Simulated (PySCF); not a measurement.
VO2F, SMILES [V](=[O])([F])=[O], multiplicity 1. Atoms are numbered in the order given.

```xyz
4

V     -0.0500     0.2171     0.0000
O     -0.8603    -0.2116     1.2955
O     -0.8603    -0.2116    -1.2955
F      1.6572    -0.1785     0.0000
```
Charge 0, spin multiplicity 1.

Geometry: PBE-D3(BJ)/def2-SVP. The multiplicity is an assumed one; other spin states were not compared.

Method: PBE-D3(BJ)/def2-SVP in PySCF 2.14.0.

Frequencies are harmonic and unscaled.

Problem. Give all harmonic wavenumbers and intensities. (An estimate is asked for; the answer gives what the named calculation found.)

Solution. 
```json
[
 {"mode": "1", "ν (cm⁻¹)": "178", "IR (km/mol)": "65.2", "moving atoms (share of kinetic energy)": "V 40 %, O 39 %, F 21 %"},
 {"mode": "2", "ν (cm⁻¹)": "252", "IR (km/mol)": "4.7", "moving atoms (share of kinetic energy)": "O 44 %, F 41 %, V 15 %"},
 {"mode": "3", "ν (cm⁻¹)": "386", "IR (km/mol)": "3.6", "moving atoms (share of kinetic energy)": "O 81 %, V 11 %, F 8 %"},
 {"mode": "4", "ν (cm⁻¹)": "741", "IR (km/mol)": "92.8", "moving atoms (share of kinetic energy)": "F 69 %, V 24 %"},
 {"mode": "5", "ν (cm⁻¹)": "1072", "IR (km/mol)": "79.9", "moving atoms (share of kinetic energy)": "O 78 %, V 22 %"},
 {"mode": "6", "ν (cm⁻¹)": "1076", "IR (km/mol)": "201.0", "moving atoms (share of kinetic energy)": "O 69 %, V 31 %"}
]
```
